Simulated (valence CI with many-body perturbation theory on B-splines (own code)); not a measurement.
Values are calculated unless marked as measured or tabulated.
**Pr36+: magnetic and hyperfine properties of the levels**

Level of theory: valence CI with perturbative core correlation (CI+MBPT): five valence electrons over a frozen Dirac-Fock core [Ar], radial functions for each j: 7 s, 7 p, 8 d, 6 f, 4 g, 1 h, with the one-electron correlation potential Σ1 (screened to all orders), the two-electron term Σ2, the three-electron term Σ3, Breit, model QED; selected single and double excitations, second order for the rest (own B-spline code, finite nucleus).

The last digits are not significant, and no measured levels were compared; by estimate large intervals hold to a few tenths of a per cent, small ones and those within an open d or f shell to about a per cent. Only levels of the ground parity were solved; by the run's estimate the other parity begins above the list, which can be wrong where configurations are misplaced.

A/g_I is the dipole constant over the nuclear g factor μ/I (μ in nuclear magnetons, uniformly magnetised nucleus), B/Q the quadrupole constant per barn. Both hold the static response of the core; the bare values leave it out. Large factors of s and p1/2 electrons are usually good to 5 to 10 %; those of open d and f shells near neutrality can be off by tens of per cent, and small factors of p3/2, d and f electrons come from cancelling terms and can be off by a factor of two or in sign, in half-filled shells by more. B is blank for J = 1/2, where it vanishes, and for nearly pure S terms. Energies count from the lowest level.

Levels are named by their leading jj configuration (3d3/2^4 stands for four electrons in 3d with j = 3/2), which in mixed levels can hold well under half, so a name can repeat and another be missing. Letters in brackets count levels of one name in rising energy.

```tsv
Level	E (eV)	g	A/g_I (MHz)	A/g_I bare	B/Q (MHz/b)	B/Q bare
(3d3/2^4 3d5/2) J=5/2	0.00	1.528	10600	11500	18100	18400
(3d3/2^3 3d5/2^2) J=5/2 [a]	16.06	1.265	11300	11800	16400	16700
(3d3/2^3 3d5/2^2) J=7/2 [a]	25.08	1.144	19200	19500	28700	29200
(3d3/2^3 3d5/2^2) J=3/2 [a]	25.91	1.246	22100	22500	24500	24900
(3d3/2^3 3d5/2^2) J=11/2	26.32	1.136	23500	23700	215	181
(3d3/2^3 3d5/2^2) J=9/2	29.32	1.148	21200	21400	28400	28800
(3d3/2^3 3d5/2^2) J=5/2 [b]	30.70	1.144	21000	21300	4580	4660
(3d3/2^3 3d5/2^2) J=1/2	31.95	1.869	-10900	-9500		
(3d3/2^3 3d5/2^2) J=7/2 [b]	35.48	1.115	24800	25000	-25600	-26000
(3d3/2^2 3d5/2^3) J=5/2 [a]	40.74	1.222	12300	12700	1140	1160
(3d3/2^3 3d5/2^2) J=3/2 [b]	43.44	0.799	40300	40100	-25100	-25500
(3d3/2^2 3d5/2^3) J=7/2 [a]	45.33	1.210	16700	17100	-5860	-5960
(3d3/2^2 3d5/2^3) J=11/2	46.13	1.068	23800	24000	1250	1280
(3d3/2^2 3d5/2^3) J=9/2 [a]	47.85	1.143	20400	20700	-5090	-5190
(3d3/2^2 3d5/2^3) J=1/2 [a]	49.36	0.584	56100	55500		
(3d3/2^2 3d5/2^3) J=13/2	49.96	1.070	25100	25300	-56.4	-52.0
(3d3/2^2 3d5/2^3) J=3/2 [a]	50.54	1.188	19900	20200	2470	2500
(3d3/2^2 3d5/2^3) J=5/2 [b]	52.23	1.016	26700	26800	-5720	-5800
(3d3/2^2 3d5/2^3) J=9/2 [b]	56.16	1.101	23100	23300	1730	1760
(3d3/2^2 3d5/2^3) J=7/2 [b]	57.97	0.986	30500	30500	-1100	-1130
(3d3/2^2 3d5/2^3) J=5/2 [c]	59.01	1.035	26200	26300	6770	6870
(3d3/2^2 3d5/2^3) J=3/2 [b]	61.25	0.803	38300	38100	2950	3020
(3d3/2^2 3d5/2^3) J=7/2 [c]	63.60	1.051	27500	27600	4470	4550
(3d3/2^2 3d5/2^3) J=1/2 [b]	64.11	1.842	-9900	-8550		
(3d3/2 3d5/2^4) J=5/2 [a]	68.28	1.220	12300	12700	-17200	-17500
(3d3/2^2 3d5/2^3) J=9/2 [c]	69.40	1.105	22800	23100	20500	20800
(3d3/2 3d5/2^4) J=7/2 [a]	74.52	1.189	17800	18200	-39900	-40600
(3d3/2 3d5/2^4) J=11/2	76.04	1.063	24500	24700	-1560	-1540
(3d3/2 3d5/2^4) J=3/2 [a]	77.53	0.900	26500	26400	-26800	-27300
(3d3/2 3d5/2^4) J=5/2 [b]	80.31	1.125	20200	20500	20700	21000
(3d3/2^2 3d5/2^3) J=3/2 [c]	82.54	1.198	20400	20800	-17500	-17800
(3d3/2 3d5/2^4) J=9/2	82.75	1.108	21900	22100	-45500	-46200
(3d3/2^2 3d5/2^3) J=5/2 [d]	86.08	1.112	20600	20900	-2400	-2420
(3d3/2 3d5/2^4) J=7/2 [b]	87.91	0.975	28100	28200	39200	39900
(3d3/2 3d5/2^4) J=1/2	95.98	1.016	-1350	-1200		
(3d3/2 3d5/2^4) J=3/2 [b]	105.96	0.886	39200	39100	39500	40200
(3d5/2^5) J=5/2	106.34	1.156	17600	17900	-42400	-43100
```

Task: Take the isotope of mass number 141, with I = 5/2, μ = 4.266 μN and Q = -0.0589 b. What is the hyperfine structure of (3d3/2^3 3d5/2^2) J=7/2 [a]?

Result: From the table A = 32700 MHz, B = -1690 MHz. Shifts from the centre of gravity in MHz: F = 1: -369000, F = 2: -303000, F = 3: -204000, F = 4: -73100, F = 5: 90400, F = 6: 286000.
